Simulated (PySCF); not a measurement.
**How the method moves the HOMO and LUMO of `C=C[SiH](N)N`**

Species: C₂H₈N₂Si.
Atom-mapped SMILES: `[CH2:1]=[CH:2][SiH:3]([NH2:4])[NH2:5]` (hydrogens: H6, H7 on C1; H8 on C2; H9 on Si3; H10, H11 on N4; H12, H13 on N5)

Geometry (PBE0-D3(BJ)/def2-SVP, Å), atoms numbered from 1 in this order:
```
atom  x, y, z in Å
C1     1.8641   -0.8598    0.4178
C2     1.3164    0.0825   -0.3597
Si3   -0.5339    0.3449   -0.5181
N4    -1.2551   -1.1410   -0.0060
N5    -1.2349    1.5905    0.4572
H6     1.2395   -1.5491    0.9980
H7     2.9487   -0.9864    0.5166
H8     1.9927    0.7504   -0.9119
H9    -0.8086    0.8070   -1.9199
H10   -0.9024   -2.0277   -0.3463
H11   -2.2596   -1.1691    0.1279
H12   -1.0482    1.6136    1.4538
H13   -1.3145    2.5267    0.0785
```

Basis pcSseg-2 throughout (PySCF), one geometry. Isolated species at its PBE0-D3(BJ)/def2-SVP geometry (one conformer only).

**Question.** How do the orbital energies, the gap and the dipole change with the method?

**Answer.** 
```tsv
method	kind	HOMO (eV)	LUMO (eV)	gap (eV)	μ (D)	SCF cycles
BLYP	GGA	-5.75	-1.27	4.49	0.39	16
OPBE	GGA	-5.81	-1.27	4.54	0.46	16
B97-D	GGA	-5.86	-1.28	4.57	0.40	16
PBE	GGA	-5.87	-1.41	4.47	0.42	15
KT3	GGA	-5.95	-1.35	4.60	0.41	16
KT2	GGA	-5.97	-1.40	4.57	0.40	16
BP86	GGA	-5.98	-1.48	4.50	0.41	15
LDA	LDA	-6.02	-1.63	4.38	0.40	15
B3LYP	global hybrid	-7.00	-0.66	6.33	0.36	14
HF	Hartree–Fock	-10.05	2.68	12.73	0.35	10
```

The HOMO spans 4.29 eV, from BLYP down to HF, and the gap runs from 4.38 eV (LDA) to 12.73 eV (HF). Over the methods BLYP (0 %), OPBE (0 %), B97-D (0 %), PBE (0 %), KT3 (0 %), KT2 (0 %), BP86 (0 %), LDA (0 %), B3LYP (20 %), HF (100 %), a straight line through the gap against the share of exact exchange rises by 0.82 eV for each 10 % (correlation coefficient 0.999). The dipole ranges from 0.35 D (HF) to 0.46 D (OPBE). This basis has no diffuse functions.
